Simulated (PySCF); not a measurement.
# NMR data sheet: C6H18Si2

```
Formula                 : C6H18Si2
SMILES                  : C[Si](C)(C)[Si](C)(C)C
Degrees of unsaturation : 0
Carbon signals          : 1
Proton signals          : 1
```

Atom-mapped SMILES (the numbers label the heavy atoms): `[CH3:1][Si:2]([CH3:3])([CH3:4])[Si:5]([CH3:6])([CH3:7])[CH3:8]`; H(Xn) means a hydrogen on atom n.

PySCF 2.14 calculation with σ from GIAO-PBE0/pcSseg-1 and PBE0-D3(BJ)/def2-SVP geometry; one computed conformer, relativity neglected, equivalent nuclei averaged, isolated molecule.

Referencing at the same level of theory: 1H (31.27 ppm), 13C (184.41 ppm), 29Si (351.99 ppm) against TMS.

| carbon | δC, type | δH (multiplicity) | HMBC from (2–3 bonds) | span of the C tensor (ppm) |
| --- | --- | --- | --- | --- |
| C1/C3/C4/C6/C7/C8 | -2.6, CH3 | 0.04 (s) | H(C1)/H(C3)/H(C4)/H(C6)/H(C7)/H(C8) | 6 |

Other nuclei:
| atoms | nucleus | environment | δ (ppm) | σ (ppm) |
| --- | --- | --- | --- | --- |
| Si2/Si5 | 29Si | silicon bonded to 3 C, Si | -21.0 | 373.0 |

- Carbon types of the structure: 6 × CH3, which accounts for all hydrogens.
- δC -2.6: methyl carbon bonded to Si; an electropositive neighbour leaves it electron-rich and shielded.
- δH 0.04: hydrogen on a methyl carbon bonded to Si; an electropositive neighbour shields it, as in TMS itself.

Shifts are as computed. Against solution values, carbons near 30 ppm lie about +2 ppm off and those near 130 ppm about +5 ppm. Of 1211 compounds with measured shifts, 218 miss one by over three times the rms of a fit or turn the order of signals round; such compounds aren't used in these exercises.
